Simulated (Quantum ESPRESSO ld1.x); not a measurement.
Q: The manganese ion Mn2+, configuration [Ar] 3d5. Calculated with ld1.x of Quantum ESPRESSO 7.5: Dirac Kohn-Sham, LDA (Slater exchange, Perdew-Zunger correlation), spin-unpolarised, spherical densities, point nucleus; open shells are shared between the two j in proportion to 2j + 1; speed of light set to 685.18 atomic units (5 times the physical value, a model run).

Spin-orbit splittings of the eigenvalues, e(l+1/2) - e(l-1/2), with zeta = 2 splitting/(2l+1) and mean radii in bohr:

| shell | occ. | splitting (eV) | zeta (eV) | <r> j=l-1/2 | <r> j=l+1/2 |
|---|---|---|---|---|---|
| 2p | 6 | ? | ? | 0.2484 | 0.2485 |
| 3p | 6 | 0.05007 | 0.03338 | 0.9080 | 0.9083 |
| 3d | 5 | 0.005039 | 0.002016 | 1.142 | 1.142 |

Estimate the 2p splitting.

A: 0.4090 eV (zeta = 0.2727 eV).
